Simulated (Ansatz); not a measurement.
Ansatz (a first-principles code) input:
A basis named .json is the Basis Set Exchange file of that set.

Ansatz 0.2 input:
```yaml
crystal:
  periodic: [false, false, false]
  atoms:
    - {symbol: Si, position_ang: [0.11351339, -0.04102433, -0.01253910]}
    - {symbol: C, position_ang: [1.79490596, -0.52804155, -0.18094644]}
    - {symbol: N, position_ang: [-0.73588216, -1.16618853, 1.06213071]}
    - {symbol: N, position_ang: [-1.17330446, 0.01335339, -1.28383529]}
    - {symbol: N, position_ang: [0.02737024, 1.65368649, 0.49715217]}
    - {symbol: H, position_ang: [2.53232947, 0.16143878, -0.58968908]}
    - {symbol: H, position_ang: [2.08069301, -1.57468804, -0.26772853]}
    - {symbol: H, position_ang: [-1.67992958, -0.88996772, 1.30131228]}
    - {symbol: H, position_ang: [-0.21758897, -1.34668899, 1.91084648]}
    - {symbol: H, position_ang: [-1.42665284, -0.93118544, -1.55544516]}
    - {symbol: H, position_ang: [-0.82653188, 0.46319088, -2.12485218]}
    - {symbol: H, position_ang: [0.91848861, 2.08352672, 0.69553556]}
    - {symbol: H, position_ang: [-0.56671647, 2.27100424, -0.03688649]}
basis:
  gaussian:
    orbitals: aug-cc-pV_D+d_Z.json
total_charge: -1
magnetization: {spin_polarized: false}
correlation: {method: ccsd_t, electrons: outside_noble_gas}
output: {forces: true}
```

Question: Predict the final energy.

Answer: -495.79741 Eh (CCSD(T)/aug-cc-pV(D+d)Z). The basis has 196 functions. The run takes roughly 30 core-minutes.

It need not be the lowest isomer of its formula. Whether it binds its extra electron was not tested at this geometry.
